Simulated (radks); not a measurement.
Question: Coherent X-ray form factor from a spherical all-electron density. All-electron calculation, scalar-relativistic Kohn-Sham, LB94 model potential, spin-polarised, spherical densities, finite nucleus; Fermi nuclear charge, rms radius of each element as measured or else 0.836 A^(1/3) + 0.57 fm. Program: a radial shooting solver on a logarithmic mesh with Libxc functionals.

sin(theta)/lambda (1/angstrom),f0 (electrons)
0.05,66.769
0.1,66.085
0.15,64.977
0.2,63.491
0.25,61.685
0.3,59.623
0.4,55.006
0.5,50.145
0.6,45.422
0.8,37.151
1,30.658
1.25,24.601
1.5,20.339
2,15.486

The species is in the configuration that NIST lists as its ground one. Which atom or ion scatters so?

Answer: The bismuth ion Bi16+, [Kr] 4d10 4f14 5s2 5p5. Extrapolating in s^2 from the first two rows gives f0(0) = 67.0, near the electron count 67; among species with that count, the fall with angle is slower the higher Z, and the table is that of Z = 83; from so few rows the species is fixed only to a neighbour or two.
